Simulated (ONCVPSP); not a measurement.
# Pseudopotential generation for Bi (Z = 83): ONCV, PBE, scalar-relativistic.

ONCVPSP 4.0.1 input, shortened (lines: element, Z, core and valence counts, functional; n l f; lmax; l rc ep ncon nbas qcut; lloc lpopt rc5 dvloc0; l nproj debl; icmod fcfact rcfact), PBE, scalar-relativistic:

```
  Bi 83.00   10    5        4      upf
    1    0    2.00
    2    0    2.00
    2    1    6.00
    3    0    2.00
    3    1    6.00
    3    2   10.00
    4    0    2.00
    4    1    6.00
    4    2   10.00
    4    3   14.00
    5    0    2.00
    5    1    6.00
    5    2   10.00
    6    0    1.75
    6    1    3.25
    2
    0    1.30    0.00    3    7    9.10
    1    1.40    0.00    4    7    8.20
    2    1.90    0.00    4    8    9.40
    4    5    0.90    6.00
    0    3    0.40
    1    2    2.80
    2    2    2.80
    0    0.00    0.00
```

In the s channel the program set the typed energies aside and used -5.815, -0.542, 0.250 Ha.

Task: Estimate the cutoffs (Ha) at which the residual kinetic energy of the hardest occupied pseudo-wave falls to 1 and 0.1 mHa per electron.

Result: 32 Ha and 37 Ha.

Task: Does the potential have ghost states?

Result: No bound ghost flagged; GHOST(+) flagged for s at 383.0 eV.

Task: Tests: 5s2 5p6 5d10 6s2 6p3; 5s2 5p6 5d10 6s2 6p2; 5s2 5p6 5d10 6s2 6p1; 5s1 5p6 5d10 6s2 6p3. Which has the largest error in its energy relative to the reference configuration, and how large is it?

Result: 5s1 5p6 5d10 6s2 6p3, with -332 meV (all-electron minus pseudo) on +163.39 eV.
